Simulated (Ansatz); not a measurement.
`[OH][GeH]([F])[GeH3]` + `NB(O)F` → `OB(F)[NH][GeH3]` + `[OH][GeH2][F]`  (cleavage of the Ge–Ge bond)

Program: Ansatz. Geometries: PBE0-D4/def2-TZVP. ΔE: electronic, gas phase. CBS: MP2 limit from def2 TZ/QZ plus the TZ coupled-cluster correction, frozen cores. Functionals use def2-TZVPP. For Ge outer-core shells are correlated without core-valence functions, which leaves a few kJ/mol of doubt a bond. Scalar relativity is left out up to krypton. One conformer a species, not always the lowest.

`[OH][GeH]([F])[GeH3]`:

Cartesian coordinates in Å:
```
O -0.802 -1.382 1.236
Ge 0.521 -0.675 0.299
F 0.885 -1.806 -0.983
Ge -0.337 1.357 -0.694
H -0.553 -2.186 1.700
H 1.817 -0.637 1.135
H 0.729 1.941 -1.630
H -0.650 2.366 0.419
H -1.609 1.025 -1.481
```

`NB(O)F`:

```xyz
7

N     0.059   -0.865   -0.351
B    -0.291    0.477   -0.120
O     0.206    1.270    0.871
F    -1.187    1.047   -0.932
H    -0.352   -1.385   -1.105
H     0.718   -1.386    0.196
H     0.846    0.842    1.441
```

`OB(F)[NH][GeH3]`:

```xyz
10

O     1.812   -0.292   -0.107
B     0.863    0.115   -1.002
F     1.226    0.388   -2.269
N    -0.474    0.243   -0.597
Ge   -1.103   -0.099    1.106
H     2.689   -0.346   -0.491
H    -1.144    0.545   -1.284
H    -0.425    0.839    2.113
H    -0.830   -1.563    1.478
H    -2.615    0.170    1.053
```

`[OH][GeH2][F]`:

Cartesian coordinates in Å:
```
O -0.560 0.898 0.881
Ge 0.255 -0.065 -0.347
F 0.968 -1.437 0.447
H -1.320 0.460 1.271
H -0.731 -0.658 -1.363
H 1.387 0.802 -0.890
```

CCSD(T)/CBS gives +3.3 kcal/mol.

(1) Another level gave +7.0 kcal/mol. Which?
A. PBE0/def2-TZVPP
B. CCSD/def2-TZVPP
C. SCS-MP2/def2-TZVPP
D. PBE-D4/def2-TZVPP

Largest T1 diagnostic among the species: 0.012.

Results:

(1) D. PBE-D4 7.0, CCSD/def2-TZVPP 2.1, PBE0 6.0, SCS-MP2/def2-TZVPP 0.7 kcal/mol.

In def2-TZVPP, CCSD(T) changes the Hartree–Fock value by +2.2 kcal/mol (the triples alone add +0.1 kcal/mol) and MP2 by +1.6 kcal/mol. From PBE to PBE0 (25 % exact exchange), in def2-TZVPP and without D4, ΔE moves by −1.2 kcal/mol.
